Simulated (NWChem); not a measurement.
Molecule: C2H2Br2; SMILES Br/C=C\Br

```xyz
6

Br    -1.7854     0.0000     0.2636
C     -0.6649     0.0000    -1.2616
C      0.6649     0.0000    -1.2616
Br     1.7854     0.0000     0.2636
H     -1.2153     0.0000    -2.1957
H      1.2153     0.0000    -2.1957
```
Atoms are numbered in this order, from 1.

Results from NWChem. All runs use the structure optimised with B3LYP/6-31G* (spherical d). Level: PBE/def2-SVP with SMD (1 M gas to 1 M solution), gas-phase geometry.

**Question.** Order these by “solvation free energy (kcal/mol)”, lowest first: dimethyl sulfoxide; N,N-dimethylformamide; water; acetone.

**Answer.** acetone (-5.0), N,N-dimethylformamide (-4.4), dimethyl sulfoxide (-3.7), water (-1.2)
